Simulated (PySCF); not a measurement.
C7H9NSi.
Atom-mapped SMILES: `[CH3:1][C:2]#[C:3][SiH2:4][n:5]1[cH:6][cH:7][cH:8][cH:9]1` (hydrogens: H10, H11, H12 on C1; H13, H14 on Si4; H15 on C6; H16 on C7; H17 on C8; H18 on C9)

Cartesian coordinates in Å at the PBE0-D3(BJ)/def2-SVP level; atoms count from 1:
```
atom  x, y, z in Å
C1     3.682    0.133   -1.190
C2     2.454   -0.592   -0.928
C3     1.419   -1.198   -0.710
Si4   -0.135   -2.081   -0.371
N5    -1.404   -0.926    0.068
C6    -2.610   -0.760   -0.583
C7    -3.320    0.235    0.046
C8    -2.519    0.702    1.127
C9    -1.354   -0.027    1.112
H10    3.852    0.240   -2.273
H11    4.549   -0.391   -0.758
H12    3.641    1.142   -0.751
H13   -0.640   -2.788   -1.578
H14    0.076   -3.038    0.751
H15   -2.866   -1.369   -1.448
H16   -4.309    0.590   -0.239
H17   -2.770    1.488    1.837
H18   -0.481    0.027    1.761
```

All values: PBE0/pcSseg-1 (PySCF, non-relativistic), on one gas-phase PBE0-D3(BJ)/def2-SVP geometry that isn't relaxed in the solvent. The solvent is an IEF-PCM continuum (cavity from Bondi-type radii × 1.2). Only the electrostatic response of the medium enters.

| run | E − E(gas) (kcal/mol) | HOMO (eV) | HOMO–LUMO gap (eV) | dipole (D) |
| --- | --- | --- | --- | --- |
| gas | 0.00 | -6.08 | 5.75 | 2.86 |
| P | -2.50 | -6.19 | 5.90 | 3.19 |
| Q | -4.05 | -6.27 | 5.99 | 3.37 |

The runs were made in benzene and chloroform. Which run belongs to which solvent?

P = benzene, Q = chloroform. The dielectric constants are 2.271 (benzene), 4.711 (chloroform), and the energy falls further as ε rises. In this model the ground state sees the solvent through ε alone.

How constant is the ratio of the lowering to (ε − 1)/(2ε + 1)?

| solvent | (ε − 1)/(2ε + 1) | E − E(gas) (kcal/mol) | ratio (kcal/mol) | polarisation term (kcal/mol) |
| --- | --- | --- | --- | --- |
| benzene | 0.229 | -2.50 | -10.9 | -2.65 |
| chloroform | 0.356 | -4.05 | -11.4 | -4.42 |

The ratio changes by +4.1 % in size from benzene to chloroform. The polarisation term is half the interaction of the solute with the induced surface charges.

Hardware: an Arm Neoverse V2 with one thread, no GPU (shared host). Cost: 32 s of wall time, 1.1 GiB resident at most. This is the whole shielding run at PBE0/pcSseg-1 in chloroform, SCF included.
